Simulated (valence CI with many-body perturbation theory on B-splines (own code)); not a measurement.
## Sm XLVII: magnetic and hyperfine properties of the levels

Calculated by configuration interaction combined with many-body perturbation theory (CI+MBPT): six valence electrons over a frozen Dirac-Fock core [Ne], radial functions for each j: 9 s, 9 p, 8 d, 6 f, 3 g, 1 h, with the one-electron correlation potential Σ1 (screened to all orders), the two-electron term Σ2, the three-electron term Σ3, Breit, model QED; selected single and double excitations, second order for the rest, scaled by the run's own slope (own B-spline code, finite nucleus).

The last digits are not significant, and no measured levels were compared; by estimate large intervals hold to a few tenths of a per cent, small ones and those within an open d or f shell to about a per cent. Among the levels kept, up to 1100 cm⁻¹ of a level comes from second order outside the variational space, and about a tenth of that is noise between levels of different J, which matters for small intervals.

A/g_I is the dipole constant over the nuclear g factor μ/I (μ in nuclear magnetons, uniformly magnetised nucleus), B/Q the quadrupole constant per barn. Both hold the static response of the core; the bare values leave it out. Large factors of s and p1/2 electrons are usually good to 5 to 10 %; those of open d and f shells near neutrality can be off by tens of per cent, and small factors of p3/2, d and f electrons come from cancelling terms and can be off by a factor of two or in sign, in half-filled shells by more. B is blank for J = 1/2, where it vanishes, and for nearly pure S terms. Energies count from the lowest level. Levels with J = 0 are left out.

Levels are named by their leading jj configuration (3d3/2^4 stands for four electrons in 3d with j = 3/2), which in mixed levels can hold well under half, so a name can repeat and another be missing. Letters in brackets count levels of one name in rising energy.

```tsv
Level	E (× 10³ cm⁻¹)	g	A/g_I (MHz)	A/g_I bare	B/Q (MHz/b)	B/Q bare
(3s^2 3p1/2^2 3p3/2^2) J=2	0.00	1.343	110000	110000	25200	24800
(3s^2 3p1/2 3p3/2^3) J=1	1191.2	1.493	-59900	-56100	-107000	-106000
(3s^2 3p1/2 3p3/2^3) J=2	1255.8	1.140	286000	281000	-240000	-237000
(3s^2 3p1/2^2 3p3/2 3d3/2) J=2	1502.8	1.048	85200	85700	-1530	-1350
(3s^2 3p1/2^2 3p3/2 3d3/2) J=1	1549.3	1.145	70900	72200	-87500	-87000
(3s^2 3p1/2^2 3p3/2 3d3/2) J=3	1557.4	1.121	80300	81300	203000	201000
(3s^2 3p1/2^2 3p3/2 3d5/2) J=4	1811.3	1.266	53600	54700	218000	216000
(3s^2 3p1/2^2 3p3/2 3d5/2) J=2	1827.7	1.270	67300	68300	-138000	-136000
(3s^2 3p1/2^2 3p3/2 3d5/2) J=3	1971.8	1.176	51200	52100	22200	23500
(3s^2 3p1/2^2 3p3/2 3d5/2) J=1	2035.7	1.044	-46200	-42900	24800	25100
(3s 3p1/2^2 3p3/2^3) J=2	2334.8	1.460	577000	566000	-196000	-193000
(3s 3p1/2^2 3p3/2^3) J=1	2468.1	1.177	-322000	-311000	-64000	-63100
(3s^2 3p1/2 3p3/2^2 3d3/2) J=2 [a]	2637.0	1.024	165000	163000	-127000	-126000
(3s^2 3p1/2 3p3/2^2 3d3/2) J=1 [a]	2647.9	0.956	187000	185000	-37400	-37300
(3s^2 3p1/2 3p3/2^2 3d3/2) J=3 [a]	2687.3	1.091	162000	161000	-17700	-17100
(3s^2 3p1/2 3p3/2^2 3d3/2) J=4	2748.2	1.054	177000	175000	34200	35300
(3s^2 3p1/2 3p3/2^2 3d3/2) J=2 [b]	2826.1	0.843	222000	219000	121000	121000
(3s^2 3p1/2 3p3/2^2 3d5/2) J=3 [a]	2904.4	1.352	-5460	-2430	51100	50300
(3s^2 3p1/2 3p3/2^2 3d5/2) J=4 [a]	2924.0	1.287	-2320	50.4	97600	98200
(3s^2 3p1/2 3p3/2^2 3d3/2) J=3 [b]	2940.2	1.146	18800	20500	13600	15200
(3s^2 3p1/2 3p3/2^2 3d3/2) J=2 [c]	2959.5	1.264	170000	168000	4110	3140
(3s^2 3p1/2 3p3/2^2 3d3/2) J=1 [b]	2973.7	1.278	153000	151000	65400	64400
(3s^2 3p1/2 3p3/2^2 3d5/2) J=4 [b]	3002.8	1.178	145000	144000	-200	914
(3s^2 3p1/2 3p3/2^2 3d5/2) J=1 [a]	3009.5	1.253	375000	369000	-8980	-8540
(3s^2 3p1/2 3p3/2^2 3d5/2) J=5	3025.8	1.192	137000	136000	47900	49400
(3s^2 3p1/2^2 3d3/2^2) J=2	3064.2	0.735	56400	57700	2890	3060
(3s^2 3p1/2 3p3/2^2 3d3/2) J=1 [c]	3076.4	0.914	-147000	-140000	-22000	-20900
(3s^2 3p1/2 3p3/2^2 3d5/2) J=2 [a]	3140.2	1.264	-83600	-79300	183000	181000
(3s^2 3p1/2 3p3/2^2 3d5/2) J=3 [b]	3186.8	1.122	157000	155000	212000	211000
(3s^2 3p1/2 3p3/2^2 3d5/2) J=2 [b]	3207.8	1.083	121000	120000	34100	34400
(3s^2 3p1/2 3p3/2^2 3d5/2) J=1 [b]	3239.9	1.205	-118000	-113000	4060	3870
(3s^2 3p1/2 3p3/2^2 3d5/2) J=3 [c]	3260.0	1.067	173000	171000	-154000	-151000
(3s^2 3p1/2 3p3/2^2 3d5/2) J=2 [c]	3304.2	1.220	49200	50200	-169000	-166000
```

Problem. Take the isotope of mass number 147, with I = 7/2, μ = -0.809 μN and Q = -0.26 b. What is the hyperfine structure of (3s^2 3p1/2^2 3p3/2 3d3/2) J=1?

Solution. From the table A = -16400 MHz, B = 22800 MHz. Shifts from the centre of gravity in MHz: F = 5/2: 86000, F = 7/2: 114, F = 9/2: -51700.
